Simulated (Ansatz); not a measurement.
Ideal-gas functions of BClH3NS (`NB(S)Cl`) at 800 K and 1 bar, from an Ansatz frequency run at PBE0-D4/def2-TZVP.

Molar mass 95.36 g/mol, point group Cs (symmetry number 1), electronic degeneracy 1, moments of inertia 78.231, 162.644, 240.875 u Å². Harmonic wavenumbers (cm⁻¹, unscaled): 233, 301, 317, 444, 501, 538, 549, 782, 830, 1093, 1364, 1626, 2706, 3629, 3732.

Use S(trans) = R[1.5 ln M + 2.5 ln T − 1.1517]; rotational temperatures θ = 24.2544 K / I; S(rot) = R[ln(√π/σ · √(T³/θAθBθC)) + 1.5]; for each mode x = 1.438777 ν̃/T, S = R[x/(eˣ − 1) − ln(1 − e⁻ˣ)] and H = RT x/(eˣ − 1); 1 cm⁻¹ = 0.0119627 kJ/mol; R = 8.31446 J/(mol·K).

Problem. By hand: the entropy, in J/(mol·K).

Solution. Translation 186.2. Rotation: θ = 0.31, 0.1491, 0.1007 K, giving 122.9. Vibration, mode by mode: 15.61, 13.52, 13.10, 10.40, 9.46, 8.91, 8.75, 6.13, 5.71, 3.92, 2.67, 1.84, 0.38, 0.09, 0.08, in all 100.6. Electronic 0.0. Sum 409.7 J/(mol·K).

Problem. By hand: H − E and G − E in kJ/mol, counted from the electronic energy.

Solution. Zero-point energy ½ × 18645 × 0.0119627 = 111.5; thermal vibration 42.6; translation, rotation and pV give 4 RT = 26.6. H − E = 180.7 kJ/mol, and G − E = 180.7 − 800 × 409.7/1000 = -147.1 kJ/mol.

Vibration gives 25 % of the entropy. The sum counts one conformer and one mirror image; others add a mixing term.
